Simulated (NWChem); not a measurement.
System: C3H5, doublet; SMILES C=[C]C

Here is an NWChem input.

```
start job
memory heap 200 mb stack 900 mb global 1100 mb
geometry units angstroms noautoz
  C      0.087530    -1.353071    -0.000038
  C     -0.383790    -0.126600    -0.000191
  C      0.067203     1.265149    -0.000393
  H     -0.567922    -2.231693    -0.000361
  H      1.172424    -1.552582     0.000546
  H      1.172919     1.329898     0.003268
  H     -0.298461     1.804487    -0.889366
  H     -0.304423     1.806866     0.884645
end
basis spherical
  * library 6-31g*
end
dft
  odft
  mult 2
  xc xcamb88 1.00 lyp 1.0 hfexch 1.00
  cam 0.33 cam_alpha 0.0 cam_beta 1.0
  iterations 150
  mulliken
end
task dft energy
```

Geometry: optimised at PBE0/def2-SVP, spin-unrestricted. No stability test was run on the SCF state.

Q: What results follow from this input? (LC-BLYP (range parameter 0.33 per bohr)/6-31G* (spherical d), spin-unrestricted.) Quantities: energy (Ha); highest occupied level (eV); lowest empty minus highest occupied level, either spin (eV); dipole (D); <S²>.

A: 
```yaml
energy (Ha): -116.85
highest occupied level (eV): -8.13
lowest empty minus highest occupied level, either spin (eV): 9.17
dipole (D): 0.87
"<S²>": 0.760
```
